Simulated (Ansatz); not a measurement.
# A ladder of methods for SiH3Br (SMILES [SiH3]Br)

SiH3Br: 5 atoms, total charge 0, spin state singlet. As SMILES, `[SiH3]Br`. Geometry: relaxed at PBE0-D4/def2-TZVP.

```xyz
5

Si   -0.1474    0.0561   -0.0432
Br    1.8530   -0.7051    0.5433
H    -1.0646   -0.1052    1.1079
H    -0.6256   -0.7313   -1.2023
H    -0.0155    1.4856   -0.4056
```

Quantity: the vertical ionisation energy (to the doublet cation), in eV. The values are calculated.

```json
{"level": "SVWN5/def2-TZVP", "kind": "LDA", "program": "Ansatz", "value (eV)": "10.75", "less CCSD(T)/def2-TZVP": "-0.21", "CPU time (all runs)": "20 s"}
{"level": "revPBE/def2-TZVP", "kind": "GGA", "program": "Ansatz", "value (eV)": "10.57", "less CCSD(T)/def2-TZVP": "-0.39", "CPU time (all runs)": "47 s"}
{"level": "B3LYP/def2-TZVP", "kind": "global hybrid", "program": "Ansatz", "value (eV)": "10.86", "less CCSD(T)/def2-TZVP": "-0.10", "CPU time (all runs)": "78 s"}
{"level": "BHLYP/def2-TZVP", "kind": "global hybrid", "program": "Ansatz", "value (eV)": "10.91", "less CCSD(T)/def2-TZVP": "-0.05", "CPU time (all runs)": "1.9 min"}
{"level": "PBE-QIDH/def2-TZVP", "kind": "double hybrid", "program": "Ansatz", "value (eV)": "11.10", "less CCSD(T)/def2-TZVP": "+0.14", "CPU time (all runs)": "3.6 min"}
{"level": "RPA@PBE0/def2-TZVP", "kind": "RPA", "program": "Ansatz", "value (eV)": "11.01", "less CCSD(T)/def2-TZVP": "+0.05", "CPU time (all runs)": "92 s"}
{"level": "MP2/def2-TZVP", "kind": "perturbation theory", "program": "Ansatz", "value (eV)": "11.12", "less CCSD(T)/def2-TZVP": "+0.16", "CPU time (all runs)": "58 s"}
{"level": "CCSD(T)/def2-TZVP", "kind": "coupled cluster or CI", "program": "Ansatz", "value (eV)": "10.96", "less CCSD(T)/def2-TZVP": "0.00", "CPU time (all runs)": "2.4 min"}
```

CCSD(T)/def2-TZVP is the highest level here, not the true value. All-electron rows without a relativistic Hamiltonian named are non-relativistic. Spin-orbit coupling, which can split open shells on such heavy atoms by tenths of an eV, is left out. The values span 10.57 to 11.12 eV. In the correlated wave-function rows the outer d shell of Br is correlated, in sets not made for it. CPU times are rough (shared hosts, several kinds of processor): they show what a rung costs within a factor of a few.
